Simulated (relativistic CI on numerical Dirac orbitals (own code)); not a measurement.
**Line list: Electric-dipole lines, Lu⁵⁺**

Calculated at this level of theory: Dirac-Coulomb-Breit CI, orbitals from a KLI potential per configuration, model QED, valence Slater integrals scaled by 0.85, P86 correlation energy added to each configuration (own radial code, finite nucleus).

CI space (outside the closed core [Kr] 4d10): 4f¹²5s²5p⁶, 4f¹³5s²5p⁵, 4f¹⁴5s²5p⁴, 4f¹²5s²5p⁵5d, 4f¹¹5s²5p⁶5d, 4f¹⁰5s²5p⁶5d², 4f¹¹5s²5p⁶6s, 4f¹³5s²5p⁴5d, 4f¹²5s5p⁶5d, 4f¹¹5s²5p⁶6p, 4f¹⁴5p⁶, 4f¹²5s²5p⁵5g, 4f¹²5s²5p⁵6s, 4f¹³5s5p⁶, 4f¹⁴5s5p⁵, 4f¹¹5s²5p⁶6d, 4f¹¹5s²5p⁶7s, 4f¹⁰5s²5p⁶6s6p, 4f¹¹5s²5p⁵6s², 4f¹³5s²5p⁴6s, 4f¹²5s5p⁶5f, 4f¹³5s5p⁵6s, 4f¹³5s²5p⁴5g, 4f¹¹5s²5p⁶8s, 4f¹³5p⁶5d, 4f¹³5p⁶6s. Levels of other configurations are missing.

```tsv
λ vac (Å)	Lower	Upper	A (s⁻¹)	E lower (eV)	E upper (eV)
402.83	4f¹²5s²5p⁶ ³H5 [3]	4f¹¹5s²5p⁶5d ³I°6 [232]	1.71e+08	1.3539	32.1318
404.58	4f¹²5s²5p⁶ ³H6 [1]	4f¹¹5s²5p⁶5d ³L°7 [161]	1.27e+08	0.0000	30.6454
408.76	4f¹²5s²5p⁶ ³H4 [4]	4f¹¹5s²5p⁶5d ³G°5 [244]	2.42e+08	1.9985	32.3305
409.84	4f¹²5s²5p⁶ ³H4 [4]	4f¹¹5s²5p⁶5d ³G°3 [239]	3.09e+08	1.9985	32.2502
410.65	4f¹²5s²5p⁶ ³H5 [3]	4f¹¹5s²5p⁶5d ³H°5 [200]	1.66e+08	1.3539	31.5463
412.38	4f¹²5s²5p⁶ ³F4 [2]	4f¹¹5s²5p⁶5d ¹H°5 [170]	2.91e+08	0.7935	30.8588
412.42	4f¹²5s²5p⁶ ¹G4 [7]	4f¹¹5s²5p⁶5d ³I°5 [292]	3.01e+08	3.2977	33.3607
413.89	4f¹²5s²5p⁶ ³F3 [5]	4f¹¹5s²5p⁶5d ³D°2 [240]	5.29e+08	2.3073	32.2634
414.38	4f¹²5s²5p⁶ ³H6 [1]	4f¹¹5s²5p⁶5d ³H°6 [124]	4.24e+08	0.0000	29.9203
416.38	4f¹²5s²5p⁶ ³F4 [2]	4f¹¹5s²5p⁶5d ³D°3 [155]	4.78e+08	0.7935	30.5699
417.14	4f¹²5s²5p⁶ ³H6 [1]	4f¹¹5s²5p⁶5d ³I°7 [117]	9.14e+07	0.0000	29.7225
417.42	4f¹²5s²5p⁶ ³F4 [2]	4f¹¹5s²5p⁶5d ⁵F°5 [151]	1.46e+08	0.7935	30.4963
418.21	4f¹²5s²5p⁶ ³F4 [2]	4f¹¹5s²5p⁶5d ³F°3 [150]	2.12e+08	0.7935	30.4397
418.89	4f¹²5s²5p⁶ ³H6 [1]	4f¹¹5s²5p⁶5d ³H°6 [115]	2.24e+08	0.0000	29.5982
419.46	4f¹²5s²5p⁶ ³H4 [4]	4f¹¹5s²5p⁶5d ³G°4 [202]	3.44e+08	1.9985	31.5566
421.17	4f¹²5s²5p⁶ ¹I6 [9]	4f¹¹5s²5p⁶5d ¹I°6 [338]	1.37e+09	5.1834	34.6216
422.51	4f¹²5s²5p⁶ ³F4 [2]	4f¹¹5s²5p⁶5d ¹F°3 [138]	4.05e+08	0.7935	30.1383
425.09	4f¹²5s²5p⁶ ¹I6 [9]	4f¹¹5s²5p⁶5d ¹K°7 [330]	4.98e+08	5.1834	34.3502
426.62	4f¹²5s²5p⁶ ³H5 [3]	4f¹¹5s²5p⁶5d ¹I°6 [148]	1.21e+08	1.3539	30.4162
426.83	4f¹²5s²5p⁶ ³H6 [1]	4f¹¹5s²5p⁶5d ³H°6 [96]	1.39e+08	0.0000	29.0478
428.02	4f¹²5s²5p⁶ ¹G4 [7]	4f¹¹5s²5p⁶5d ³F°4 [241]	3.26e+08	3.2977	32.2646
428.04	4f¹²5s²5p⁶ ³H5 [3]	4f¹¹5s²5p⁶5d ³H°5 [145]	5.92e+08	1.3539	30.3192
429.24	4f¹²5s²5p⁶ ³F4 [2]	4f¹¹5s²5p⁶5d ³H°4 [116]	1.71e+08	0.7935	29.6778
429.60	4f¹²5s²5p⁶ ³H4 [4]	4f¹¹5s²5p⁶5d ¹H°5 [170]	1.62e+08	1.9985	30.8588
430.64	4f¹²5s²5p⁶ ¹I6 [9]	4f¹¹5s²5p⁶5d ³K°6 [316]	2.67e+08	5.1834	33.9742
439.04	4f¹²5s²5p⁶ ³H6 [1]	4f¹¹5s²5p⁶5d ³H°6 [71]	1.55e+08	0.0000	28.2398
441.53	4f¹²5s²5p⁶ ³H6 [1]	4f¹¹5s²5p⁶5d ³H°6 [66]	1.01e+08	0.0000	28.0804
444.51	4f¹²5s²5p⁶ ¹I6 [9]	4f¹¹5s²5p⁶5d ¹I°6 [280]	2.65e+08	5.1834	33.0759
455.77	4f¹²5s²5p⁶ ³H6 [1]	4f¹¹5s²5p⁶5d ³H°6 [48]	2.21e+08	0.0000	27.2034
464.12	4f¹²5s²5p⁶ ³H6 [1]	4f¹¹5s²5p⁶5d ³H°6 [40]	1.02e+08	0.0000	26.7139
```

Terms are leading LS components. Brackets give the number of a level in order of energy, since labels repeat. The list gives strong lines, with weight on those to low levels, without lines whose two gauges differ by over a factor of 2.5, among the lowest 400 of 9984 levels, so that lines to higher ones, which can be the strongest, are missing. Levels whose partners in the same complex of configurations lie outside the list can be far off, and so can their lines. Rates are taken at the computed energies, electric ones in the length gauge.

At this charge configurations can still be misplaced by up to about 7 % of their energy. Levels and lines within the n = 5 or 6 shells can be off by up to 10 % or somewhat more, and those that change n by about 2 %, since core polarisation is missing. Levels that differ in their count of f electrons can be misplaced by several ten thousand cm⁻¹, since the correlation energy of f electrons is missing or only estimated; rates across such gaps can be off by orders of magnitude.

LS names give the leading component of a level, which can be under half, so a name can repeat, a term be missing and a line seem to break the LS rules.
